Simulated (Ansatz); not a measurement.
Ansatz (a quantum-chemistry and plane-wave program) input:

Ansatz 0.2 input:
```yaml
crystal:
  periodic: [false, false, false]
  atoms:
    - {symbol: O, position_ang: [-0.00000000, -0.00000000, -1.58507744]}
    - {symbol: Te, position_ang: [0.00000000, 0.00000000, 0.24385807]}
basis:
  gaussian:
    orbitals: def2-TZVPD
hamiltonian:
  xc: {name: PBE}
magnetization: {spin_polarized: true, initial_magnetization: 2}
output: {forces: true}
```

Task: Predict the final energy.

Result: -343.16116 Eh (PBE/def2-TZVPD). The basis has 99 functions.
